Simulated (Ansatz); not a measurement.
**Energy profile**

The step: CH₅N ([CH3][NH2]) + GaH₃ → CH₆GaN ([CH3][NH][GaH2]) + H₂; bonds formed: H2–H5; dative contacts that become bonds: Ga1–N6; bonds broken: Ga1–H2, H5–N6 (atoms numbered as in the saddle structure below).

```
11
angstrom
Ga -1.5540 0.1339 -0.0181
H -1.1462 -1.7051 0.1918
H -1.7257 0.3483 -1.5549
H -2.5624 0.4516 1.1302
H -0.3598 -1.2027 0.4521
N 0.3248 0.0734 0.5662
C 1.4052 0.3277 -0.3651
H 0.5233 0.4216 1.4941
H 1.2108 -0.2047 -1.3007
H 1.5203 1.3898 -0.6170
H 2.3635 -0.0336 0.0214
```

Electronic energies by CCSD(T) at an estimated basis limit (MP2 extrapolated from triple and quadruple zeta, plus CCSD(T) − MP2 in triple zeta), on PBE0-D4/def2-TZVP structures; CH$_{8}$GaN, singlet; no counterpoise correction. Program: Ansatz 0.2.0. Basis: def2-TZVPP and def2-QZVPP. Cores are frozen in the correlated methods. Filled d shells of the heavier atoms are correlated. The def2 sets are not built for correlating such inner shells, so the correlated values are less sure here. Extrapolation: Hartree–Fock as exp(−7.88 √X), correlation as X^−2.97.

Problem. Give the profile in kJ/mol, counted from the separated reactants. (Judge from chemistry; the value comes from the calculation.)

Solution. By the calculation:
```json
{"point": "separated: GaH$_{3}$ (Ga1, H2, H3, H4; singlet) + CH$_{5}$N (linked as [CH3][NH2]; H5, N6, C7, H8, H9, H10, H11; singlet)", "kJ/mol": "0.0"}
{"point": "start structure", "kJ/mol": "-116.6"}
{"point": "saddle", "kJ/mol": "53.3"}
{"point": "end structure", "kJ/mol": "-48.6"}
{"point": "separated: CH$_{6}$GaN (linked as [CH3][NH][GaH2]; Ga1, H3, H4, N6, C7, H8, H9, H10, H11; singlet) + H$_{2}$ (H2, H5; singlet)", "kJ/mol": "-45.7"}
```

No T1 diagnostic of these runs exceeds 0.015.

The step is the kind of exchange with an N–H group that builds nitride films in atomic layer and chemical vapour deposition.

For scale, one of the runs: CCSD(T)/def2-TZVPP, 222 basis functions, launched by `ansatz run in.yaml --threads 4 --pin off --events-out ev --progress --plain --max-ram 9574MiB`. Time: 80 s of wall clock on 4 CPU threads of an Arm Neoverse V2; the host was shared. Peak host memory: 3.5 GiB.
